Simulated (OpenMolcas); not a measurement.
Computed levels of 3d⁴ in ions with 22 electrons, in cm-1 above ⁵D₀.

```
Program             : OpenMolcas 26.06
Method              : SS-RASPT2, IPEA 0.25 Eh, imaginary shift 0.1 Eh
Basis               : ANO-RCC-VQZP
Scalar Hamiltonian  : DKH2, point nucleus
Spin-orbit coupling : state interaction with AMFI integrals over the reference wave functions, term energies averaged over their components
```

Active space for each ion: 10 electrons in 8 orbitals (RAS1 3p, at most 2 holes; RAS2 3d); closed shells correlated by CASPT2: 3s.

```json
{"Level": "⁵D₁", "Cr2+": "69.9", "Mn3+": "104", "Fe4+": "151", "Ni6+": "289", "Cu7+": "386"}
{"Level": "⁵D₂", "Cr2+": "207", "Mn3+": "306", "Fe4+": "443", "Ni6+": "835", "Cu7+": "1107"}
{"Level": "⁵D₃", "Cr2+": "405", "Mn3+": "598", "Fe4+": "860", "Ni6+": "1596", "Cu7+": "2100"}
{"Level": "⁵D₄", "Cr2+": "659", "Mn3+": "969", "Fe4+": "1385", "Ni6+": "2530", "Cu7+": "3300"}
{"Level": "³P₀(1)", "Cr2+": "16680", "Mn3+": "20950", "Fe4+": "24690", "Ni6+": "30840", "Cu7+": "33660"}
{"Level": "³H₄", "Cr2+": "17060", "Mn3+": "21260", "Fe4+": "25180", "Ni6+": "32070", "Cu7+": "35410"}
{"Level": "³P₁(1)", "Cr2+": "17100", "Mn3+": "21580", "Fe4+": "25600", "Ni6+": "32560", "Cu7+": "35950"}
{"Level": "³H₅", "Cr2+": "17200", "Mn3+": "21480", "Fe4+": "25510", "Ni6+": "32730", "Cu7+": "36310"}
{"Level": "³H₆", "Cr2+": "17370", "Mn3+": "21720", "Fe4+": "25870", "Ni6+": "33410", "Cu7+": "37200"}
```

Problem. Estimate ⁵D₄, ³P₀(1), ³H₄ for Co5+ from its neighbours Fe4+ and Ni6+.

Solution. ⁵D₄ is fine structure, which grows about as the fourth power of a screened charge, so the fourth roots are averaged: ((1385^0.25 + 2530^0.25) / 2)^4 = 1893. The calculation gives 1932, so the estimate is off by -2.0 %; the measured value is 1782 (Sugar and Corliss, J. Phys. Chem. Ref. Data 10, 1097 (1981)).
³P₀(1) is another term, which grows about linearly with the charge: (24690 + 30840) / 2 = 27765. The calculation gives 27830, so the estimate is off by -0.2 %; the measured value is 27166 (Sugar and Corliss, J. Phys. Chem. Ref. Data 10, 1097 (1981)).
³H₄ is another term, which grows about linearly with the charge: (25180 + 32070) / 2 = 28625. The calculation gives 28710, so the estimate is off by -0.3 %; the measured value is 28377 (Sugar and Corliss, J. Phys. Chem. Ref. Data 10, 1097 (1981)).

CASPT2 breaks the degeneracy within a term, and the mean is taken; among the terms shown or strongly mixed into the levels shown the widest spread is 76 cm-1 (3d⁴ ³H, Mn3+). Active for correlation alone: 3p; no level in the range computed is led by a configuration that opens it, so any true level of that kind is missing. Measured partners are found by configuration, term and J. A level has none where our copy of the source lacks it or the pairing is in doubt (some pairs that miss far off the trend of their configuration count as doubtful), and it then counts in no deviation. Levels of configurations outside the active space are missing.

A number in round brackets counts repeated terms of one configuration in the order of the reference energies.
